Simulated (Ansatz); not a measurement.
Relaxation of CH4BClO (8 atoms, charge 0, multiplicity 1), to a largest force component of 0.03 eV/Å in at most 50 steps.

Level of theory: Ansatz 0.2.0, RKS PBE0/def2-SVP.

```xyz
8
Properties=species:S:1:pos:R:3
B -0.117 0.227 0.475
O -0.519 -0.985 1.089
C 0.331 0.032 -0.990
H 0.215 -1.043 -1.082
Cl -0.171 1.734 1.400
H -0.800 -0.854 2.002
H 1.372 0.334 -1.180
H -0.312 0.554 -1.715
```

Task: Where does it end, and by what steps?

Result: The run converged. After 5 steps the energy has fallen by 0.221 eV; H4 moved furthest, 0.28 Å.

| step | energy less start (eV) | largest force component (eV/Å) | accepted |
| --- | --- | --- | --- |
| 0 | 0.0000 | 2.126 | yes |
| 1 | -0.1671 | 1.356 | yes |
| 2 | -0.2141 | 0.400 | yes |
| 3 | -0.2163 | 0.281 | yes |
| 4 | -0.2210 | 0.131 | yes |
| 5 | -0.2213 | 0.021 | yes |

```xyz
8
Properties=species:S:1:pos:R:3
B -0.146 0.107 0.492
O -0.554 -0.969 1.191
C 0.323 -0.012 -0.992
H 0.299 -1.052 -1.348
Cl -0.153 1.698 1.311
H -0.805 -0.757 2.097
H 1.347 0.380 -1.103
H -0.312 0.604 -1.648
```

Time of the run: 6.1 s on 2 threads of Intel(R) Xeon(R) 6975P-C (Granite Rapids) (shared host), peak memory 0.17 GiB.
